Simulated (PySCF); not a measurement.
PySCF input (PBE/STO-3G):

```python
import numpy as np, basis_set_exchange as bse
from pyscf import gto, scf, dft, df

basis = {'C': gto.basis.parse(bse.get_basis('STO-3G', elements=['C'], fmt='nwchem')), 'Cl': gto.basis.parse(bse.get_basis('STO-3G', elements=['Cl'], fmt='nwchem'))}
mol = gto.M(
    atom='''
    Cl   -1.40250737   -0.20014729    0.02098688
    C    -0.03054783    0.84410807    0.00883340
    Cl    1.41328896   -0.09777321   -0.02410455
    ''',
    basis=basis,
    charge=0,
    verbose=4,
    max_memory=8640,
)
mf = dft.RKS(mol, xc='pbe')
mf.grids.level = 3
mf = mf.density_fit(auxbasis=df.autoaux(mol))
mf.conv_tol = 1e-9
mf.max_cycle = 100
print('smallest overlap eigenvalue', np.linalg.eigvalsh(mol.intor('int1e_ovlp'))[0])
mf.kernel()
dip = mf.dip_moment()
```

Output:

```
PySCF version 2.14.0

[INPUT] verbose = 4
[INPUT] num. atoms = 3
[INPUT] num. electrons = 40
[INPUT] charge = 0
[INPUT] spin (= nelec alpha-beta = 2S) = 0
[INPUT] symmetry False subgroup None
[INPUT] Mole.unit = angstrom
[INPUT] Symbol           X                Y                Z      unit          X                Y                Z       unit  Magmom
[INPUT]  1 Cl    -1.402507370000  -0.200147290000   0.020986880000 AA   -2.650354816984  -0.378223562674   0.039659455409 Bohr   0.0
[INPUT]  2 C     -0.030547830000   0.844108070000   0.008833400000 AA   -0.057727032400   1.595133071835   0.016692706749 Bohr   0.0
[INPUT]  3 Cl     1.413288960000  -0.097773210000  -0.024104550000 AA    2.670729069271  -0.184764589220  -0.045550997856 Bohr   0.0

nuclear repulsion = 116.879171406437
number of shells = 13
number of NR pGTOs = 69
number of NR cGTOs = 23
basis = {'C': [[0, [71.61683735, 0.1543289673], [13.04509632, 0.5353281423], [3.53051216, 0.4446345422]], [0, [2.941249355, -0.09996722919], [0.6834830964, 0.3995128261], [0.2222899159, 0.7001154689]], [1, [2.941249355, 0.155916275], [0.6834830964, 0.6076837186], [0.2222899159, 0.3919573931]]], 'Cl': [[0, [601.3456136, 0.1543289673], [109.5358542, 0.5353281423], [29.64467686, 0.4446345422]], [0, [38.96041889, -0.09996722919], [9.053563477, 0.3995128261], [2.944499834, 0.7001154689]], [0, [2.129386495, -0.219620369], [0.5940934274, 0.2255954336], [0.232524141, 0.900398426]], [1, [38.96041889, 0.155916275], [9.053563477, 0.6076837186], [2.944499834, 0.3919573931]], [1, [2.129386495, 0.01058760429], [0.5940934274, 0.5951670053], [0.232524141, 0.462001012]]]}
ecp = {}
ETB for C: l = 0, exps = 0.4445798318 * 1.8^n , n = 0..10
ETB for C: l = 1, exps = 0.4445798318 * 1.8^n , n = 0..9
ETB for C: l = 2, exps = 0.4445798318 * 1.8^n , n = 0..4
ETB for Cl: l = 0, exps = 0.465048282 * 1.8^n , n = 0..14
ETB for Cl: l = 1, exps = 0.465048282 * 1.8^n , n = 0..13
ETB for Cl: l = 2, exps = 0.465048282 * 1.8^n , n = 0..9
smallest overlap eigenvalue 0.335416286263997

******** <class 'pyscf.df.df_jk.DFRKS'> ********
method = DFRKS
initial guess = minao
damping factor = 0
level_shift factor = 0
DIIS = <class 'pyscf.scf.diis.CDIIS'>
diis_start_cycle = 1
diis_space = 8
diis_damp = 0
SCF conv_tol = 1e-09
SCF conv_tol_grad = None
SCF max_cycles = 100
direct_scf = False
XC library pyscf.dft.libxc version 7.1.2
    S. Lehtola, C. Steigemann, M. J. T. Oliveira, and M. A. L. Marques,  SoftwareX 7, 1–5 (2018)
XC functionals = pbe
    J. P. Perdew, K. Burke, and M. Ernzerhof,  Phys. Rev. Lett. 77, 3865 (1996)
    J. P. Perdew, K. Burke, and M. Ernzerhof,  Phys. Rev. Lett. 78, 1396 (1997)
    J. P. Perdew, K. Burke, and M. Ernzerhof,  Phys. Rev. Lett. 77, 3865 (1996)
    J. P. Perdew, K. Burke, and M. Ernzerhof,  Phys. Rev. Lett. 78, 1396 (1997)
radial grids:
    Treutler-Ahlrichs [JCP 102, 346 (1995); DOI:10.1063/1.469408] (M4) radial grids

becke partition: Becke, JCP 88, 2547 (1988); DOI:10.1063/1.454033
pruning grids: <function nwchem_prune>
grids dens level: 3
symmetrized grids: False
atomic radii adjust function: <function treutler_atomic_radii_adjust>
small_rho_cutoff = 0
Set gradient conv threshold to 3.16228e-05
Initial guess from minao.
tot grids = 51880
init E= -947.13454942748
  HOMO = -0.240152258076301  LUMO = -0.112075442439499  gap/eV = 3.48515
cycle= 1 E= -947.367166942084  delta_E= -0.233  |g|= 0.378  |ddm|= 2.54
  HOMO = -0.199509301963392  LUMO = -0.156016614866298  gap/eV = 1.18350
cycle= 2 E= -946.993751374329  delta_E= 0.373  |g|= 1.11  |ddm|= 2.02
  HOMO = -0.140991281977881  LUMO = -0.0817911702812663  gap/eV = 1.61092
cycle= 3 E= -947.430175165676  delta_E= -0.436  |g|= 0.0266  |ddm|= 1.55
  HOMO = -0.148697554653221  LUMO = -0.0816404352553057  gap/eV = 1.82472
cycle= 4 E= -947.430629722201  delta_E= -0.000455  |g|= 0.0133  |ddm|= 0.158
  HOMO = -0.147526280560717  LUMO = -0.0811960700906115  gap/eV = 1.80494
cycle= 5 E= -947.430704040433  delta_E= -7.43e-05  |g|= 0.000995  |ddm|= 0.0273
  HOMO = -0.147449849031073  LUMO = -0.0810995565336792  gap/eV = 1.80548
cycle= 6 E= -947.430704444878  delta_E= -4.04e-07  |g|= 6.65e-05  |ddm|= 0.00152
  HOMO = -0.147440648702679  LUMO = -0.0810932542478772  gap/eV = 1.80540
cycle= 7 E= -947.430704446789  delta_E= -1.91e-09  |g|= 4.59e-06  |ddm|= 0.000158
  HOMO = -0.147440774893823  LUMO = -0.0810934053690978  gap/eV = 1.80540
cycle= 8 E= -947.430704446802  delta_E= -1.32e-11  |g|= 2.14e-06  |ddm|= 2.44e-05
  HOMO = -0.147441343511253  LUMO = -0.0810940788530247  gap/eV = 1.80540
Extra cycle  E= -947.43070444679  delta_E= 1.23e-11  |g|= 5.04e-06  |ddm|= 2.28e-05
converged SCF energy = -947.43070444679
Dipole moment(X, Y, Z, Debye):  0.01970, -0.54426, -0.00568
```
